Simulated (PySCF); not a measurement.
Correlation energy of Ru²⁺ (ruthenium, charge +2)

Starting occupation: [Kr] 4d5 5s1, 4d5/2 with m_j = -3/2, -1/2, +1/2, +3/2, +5/2, 5s1/2 with m_j = +1/2. Computed with PySCF 2.14 in x2c-SVPall-2c with one added diffuse shell each of s, p, d type (7s9p7d1f, 76 functions), with X2C-1e with screened-nucleus spin-orbit coupling, Gaussian nucleus. Frozen: [Ar] 3d10; 14 electrons correlated; the 6 highest virtual spinors left out.

MP2 pair energies summed by pair of shells (mhartree):

```csv
pair,energy,share (%)
4d-4p,-114.11,42.3
4p-4p,-58.49,21.7
4d-4d,-47.29,17.5
4p-4s,-15.17,5.6
4d-5s,-13.26,4.9
4p-5s,-12.05,4.5
4d-4s,-6.08,2.3
4s-4s,-2.74,1.0
4s-5s,-0.72,0.3
```

Total MP2 correlation energy: -269.92 mhartree.

The GHF reference relaxed away from the jj start to a determinant that is no pure jj level (⟨S²⟩ = 11.98, ⟨J²⟩ = 12.00); the energies belong to that determinant.

This basis was not built for core-valence correlation, so the inner-shell part is incomplete.
